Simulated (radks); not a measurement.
Problem. These are the eigenvalues of the occupied orbitals of an atom or ion with whole-number occupations (hartree). Method: Dirac Kohn-Sham, PBE, spin-unpolarised, spherical densities, point nucleus; computed with a radial shooting solver on a logarithmic mesh with Libxc functionals.

orbital  eigenvalue
1s1/2     -1536.096
2s1/2     -247.6697
2p1/2     -234.0904
2p3/2     -216.3725
3s1/2     -54.11713
3p1/2     -48.34676
3p3/2     -44.83788
3d3/2     -34.77438
3d5/2     -34.01877
4s1/2     -11.38583
4p1/2      -9.22005
4p3/2      -8.45364
4d3/2      -4.89081
4d5/2      -4.75437
5s1/2      -1.89645
5p1/2      -1.27396
5p3/2      -1.14975
4f5/2      -0.69947
6s1/2      -0.23486
6p1/2      -0.11577

Which element is it, and in what charge state? The configuration may be excited. Open shells, if any, fill j = l - 1/2 first.

Solution. Z = 59, praseodymium, charge 0: Pr in [Xe] 4f1 6s2 6p2. The list shows which subshells hold electrons but not how many an open one holds; the 1s level, -1536.1 hartree, gives Z - s = 55.4 by -(Z - s)^2/2, which with screening and relativity narrows Z to a few neighbours, and the depths of the outer levels then fix element, charge and occupations together.
